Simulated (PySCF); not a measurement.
Compound: CH6NPSi.
Atom-mapped SMILES: `[CH2:1]=[N:2][SiH2:3][PH2:4]` (hydrogens: H5, H6 on C1; H7, H8 on Si3; H9, H10 on P4)

The same species was optimised twice, with GFN2-xTB and with PBE0-D3(BJ)/def2-SVP (PySCF), and the same property calculations (PySCF, gas phase) were run on both structures.

| coordinate | GFN2-xTB | PBE0-D3(BJ)/def2-SVP | change |
| --- | --- | --- | --- |
| P4–H10 (Å) | 1.384 | 1.431 | +0.047 |
| P4–H9 (Å) | 1.385 | 1.430 | +0.045 |
| N2–Si3 (Å) | 1.714 | 1.755 | +0.041 |
| Si3–H7 (Å) | 1.473 | 1.504 | +0.031 |
| Si3–H8 (Å) | 1.460 | 1.491 | +0.031 |
| C1–H6 (Å) | 1.093 | 1.113 | +0.020 |
| C1–H5 (Å) | 1.087 | 1.106 | +0.019 |
| Si3–P4 (Å) | 2.245 | 2.260 | +0.015 |
| C1=N2 (Å) | 1.247 | 1.262 | +0.015 |
| C1–N2–Si3 (°) | 136.6 | 124.8 | -11.8 |
| N2–Si3–H7 (°) | 118.7 | 111.9 | -6.8 |
| N2–Si3–H8 (°) | 103.2 | 108.2 | +5.0 |
| N2–Si3–P4 (°) | 102.3 | 105.9 | +3.6 |
| Si3–P4–H9 (°) | 95.9 | 93.2 | -2.7 |
| H7–Si3–H8 (°) | 110.5 | 109.2 | -1.3 |
| N2–C1–H5 (°) | 119.2 | 120.4 | +1.2 |
| P4–Si3–H7 (°) | 112.4 | 113.6 | +1.2 |
| C1–N2–Si3–P4 (°) | 115 | 121 | +6 |

Rotational constants: A = 9789, B = 2308, C = 1996 MHz (GFN2-xTB) against A = 10620, B = 2179, C = 1949 MHz (PBE0-D3(BJ)/def2-SVP). Point groups within 0.08 Å: C1 and C1.

On the GFN2-xTB structure: HOMO (eV) -7.07 [PBE0/pcSseg-1]; LUMO (eV) -1.01 [PBE0/pcSseg-1]; dipole (D) 2.32 [PBE0/pcSseg-1]; GIAO shielding of C1 (ppm) 14.1 [PBE0/pcSseg-1]; GIAO shielding of N2 (ppm) -155.2 [PBE0/pcSseg-1]; GIAO shielding of Si3 (ppm) 388.6 [PBE0/pcSseg-1]; GIAO shielding of P4 (ppm) 612.2 [PBE0/pcSseg-1].

Problem. What do these properties become on the PBE0-D3(BJ)/def2-SVP structure?

Solution. 
```tsv
property	level	on GFN2-xTB	on PBE0-D3(BJ)/def2-SVP	change
HOMO (eV)	PBE0/pcSseg-1	-7.07	-7.27	-0.20
LUMO (eV)	PBE0/pcSseg-1	-1.01	-1.06	-0.05
dipole (D)	PBE0/pcSseg-1	2.32	2.40	+0.08
energy, GFN2-xTB geometry as zero (kcal/mol)	PBE0/pcSseg-1	0.0	-3.3	-3.3
GIAO shielding of C1 (ppm)	PBE0/pcSseg-1	14.1	7.9	-6.2
GIAO shielding of N2 (ppm)	PBE0/pcSseg-1	-155.2	-159.1	-3.9
GIAO shielding of Si3 (ppm)	PBE0/pcSseg-1	388.6	366.9	-21.7
GIAO shielding of P4 (ppm)	PBE0/pcSseg-1	612.2	592.5	-19.7
```

The heavy atoms differ by 0.097 Å rms after alignment. Among all bonds P4–H10 changes most (+0.047 Å). Changes are differences of the printed values. Neither structure is proved a minimum here.

Conformer computed: `[CH2:1]=[N:2][SiH2:3][PH2:4]`: C1–N2–Si3–P4 121°, H–P4–Si3–N2 -75°, H–P4–Si3–N2 -168°.
